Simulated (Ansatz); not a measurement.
CH3F2OV, SMILES `[CH3][V](=[O])([F])[F]`, relaxed with RKS PBE-D4/def2-SVP in Ansatz from a rough embedded geometry. The force threshold is 0.03 eV/Å; the program also tests the step.

Charge 0, multiplicity 1.

Start:

```xyz
8

C    -0.671    0.380   -0.853
V     0.609   -0.266    0.684
O     2.187    0.353    0.343
F     0.070    0.386    2.404
F     0.656   -2.185    0.771
H    -0.766    1.448   -0.898
H    -0.361   -0.055   -1.829
H    -1.723   -0.061   -0.623
```

```tsv
step	energy (eV)	largest force (eV/Å)	largest move (Å)
1	-34233.1618	4.197	0.000
2	-34234.6035	2.039	0.198
3	-34234.7704	1.263	0.143
4	-34234.8500	0.123	0.054
5	-34234.8514	0.152	0.021
6	-34234.8522	0.018	0.008
```

End:

```xyz
8

C    -0.648    0.317   -0.768
V     0.581   -0.289    0.697
O     1.968    0.315    0.290
F     0.037    0.401    2.180
F     0.645   -2.011    0.672
H    -0.649    1.425   -0.798
H    -0.275   -0.082   -1.733
H    -1.660   -0.076   -0.540
```

It took 3 s on 4 threads of an AMD EPYC 9R05 on a shared host, with 0.17 GiB of host memory at the peak.
